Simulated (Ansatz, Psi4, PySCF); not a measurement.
Cl$_{4}$Si, singlet, at a GFN2-xTB geometry. Base run: PySCF with BLYP/6-31G*.

Input for PySCF:
```python
from pyscf import gto, scf, dft

mol = gto.Mole()
mol.atom = '''
    Si   -0.000000    0.000000    0.000000
    Cl    1.154087    1.151220    1.183261
    Cl   -1.188553   -1.157440    1.142368
    Cl    1.171487   -1.168380   -1.148842
    Cl   -1.137021    1.174600   -1.176787
'''
mol.basis = '6-31g*'
mol.charge = 0
mol.spin = 0
mol.verbose = 4
mol.build()

mf = dft.RKS(mol)
mf.xc = 'blyp'
mf.kernel()
```

The same geometry, method and basis name were run in Ansatz (a program for electronic structure) and Psi4 and PySCF, at each program's defaults and at the settings that a row names. The base is PySCF at its defaults. Differences at the defaults can come from grids, fitting, cores and function types together.

```csv
code and settings,ΔE vs base (mEh),basis functions,E (Eh),SCF cycles
"PySCF, defaults (exact integrals, its default grid, spherical functions)",0.000,90,-2130.35667,8
"Psi4, defaults (density fitting with its default set, its default grid, Cartesian functions)",?,95,?,7
"Ansatz, defaults (factorised integrals, its default grid, Cartesian functions)",-17.285,95,-2130.37396,-
"PySCF, density fitting with def2-universal-jkfit",?,90,?,8
"PySCF, fine grid",-0.014,90,-2130.35669,8
"Psi4, exact integrals, spherical functions, fine grid",-0.018,90,-2130.35669,8
"Ansatz, high accuracy, Cartesian functions as the basis file defines them",-17.286,95,-2130.37396,-
```

### Question
Complete the blanks.

### Answer

- Psi4, defaults (density fitting with its default set, its default grid, Cartesian functions), ΔE vs base (mEh): -17.434
- Psi4, defaults (density fitting with its default set, its default grid, Cartesian functions), E (Eh): -2130.37411
- PySCF, density fitting with def2-universal-jkfit, ΔE vs base (mEh): -0.070
- PySCF, density fitting with def2-universal-jkfit, E (Eh): -2130.35674
